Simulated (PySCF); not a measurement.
# Reading the logs of faulty runs: AlBGeH5

Calculated results; nothing here was measured. They come from PySCF 2.14.0, an open-source quantum chemistry program, on an isolated molecule that a program drew, which may never have been made. The molecule is AlBGeH5 (charge 0, doublet), drawn as the SMILES string `[BH][AlH][GeH3]`.

Each row is a Hartree-Fock (HF) and frozen-core CCSD(T) single point in the cc-pV(D+d)Z basis, meant for a local HF minimum. Run 1 is clean. Each other run has one planted mistake out of seven kinds, and not every kind appears here: one electron removed, one electron added, multiplicity raised by two, geometry at a saddle point, minimal basis STO-3G, one bond length entered in bohr, all coordinates scaled. The reference is restricted for singlets and unrestricted otherwise, and also for a bond in bohr. Adding or removing an electron swaps singlet and doublet. Electrons count all cores. HOMO and LUMO are orbital energies over both spins, the gradient is its largest component, and the lowest frequency (negative if imaginary) is given only where the gradient is small. Bond lengths are over the 7 bonds as drawn. T1 is the CCSD diagnostic: over 0.02 (restricted) or 0.045 (unrestricted) a single reference is doubtful. Germanium has the cc-pVDZ-PP basis, with a core potential (ECP10MDF) in place of its 10 inner electrons, and its 3s, 3p and 3d shells are frozen in CCSD(T).

Geometry of the clean run:
```xyz
8
AlBGeH5, angstrom
B     0.3849   -1.6746    1.5574
Al   -0.3956   -0.5451    0.0316
Ge   -1.1120    1.8160    0.4839
H     0.8350   -2.3129    2.4549
H    -0.5282   -1.1948   -1.4046
H    -0.3404    2.8197   -0.3901
H    -0.8902    2.2329    1.9475
H    -2.6061    2.0225    0.1804
```

```
run  electrons  basis functions  <S^2>  HOMO (eV)  LUMO (eV)  gradient (hartree/bohr)  lowest frequency (cm^-1)  mean bond (Å)  longest bond (Å)      T1  HF (hartree)  CCSD(T) (hartree)                 mistake
  1         55               85  0.759      -8.34       0.57                  4.8e-06                        51         1.7068             2.509  0.0172    -562.80437         -563.08873                no fault
  2         54               85  0.000     -14.57      -6.32                  4.3e-02                         -         1.7068             2.509  0.0216    -562.53677         -562.80909    one electron removed
  3         55               85  0.758      -8.40       0.60                  1.3e-02                         -         1.6675             2.451  0.0169    -562.80109         -563.08470  all coordinates scaled
  4         55               85  3.766      -8.43      -1.34                  1.3e-02                         -         1.7068             2.509  0.0384    -562.70890         -562.98228                       ?
  5         55               85  1.624      -8.38       0.51                  7.7e-03                         -         1.9023             2.906  0.0466    -562.70780         -562.97774                       ?
```

**Which mistake was planted in run 4, and what did it cost?**

Electrons, basis and geometry are unchanged, and <S^2> is 3.766, beside S(S+1) = 3.75 for a multiplicity of 4. So the mistake is: multiplicity raised by two. Subtracting run 1 and multiplying by 627.51 kcal/mol a hartree, the energy moved by 59.9 kcal/mol in HF and 66.8 kcal/mol in CCSD(T).

**Which mistake was planted in run 5, and what did it cost?**

The mean bond changes by a factor of 1.115 and the longest by 1.158, so the molecule wasn't scaled as a whole. A length L in bohr read as angstrom grows by (1/0.5292 - 1) L = 0.890 L. The 7 bonds together grew by 7 x 0.1955 = 1.369 Å, which gives L = 1.538 Å. That is the length of one of the Ge-H bonds, 1.538 Å in the clean geometry. So the mistake is: one bond length entered in bohr. Subtracting run 1 and multiplying by 627.51 kcal/mol a hartree, the energy moved by 60.6 kcal/mol in HF and 69.6 kcal/mol in CCSD(T).

Cautions from the logs. Run 2: T1 is over the limit, so its CCSD(T) energy is less reliable; run 5: T1 is over the limit, so its CCSD(T) energy is less reliable.
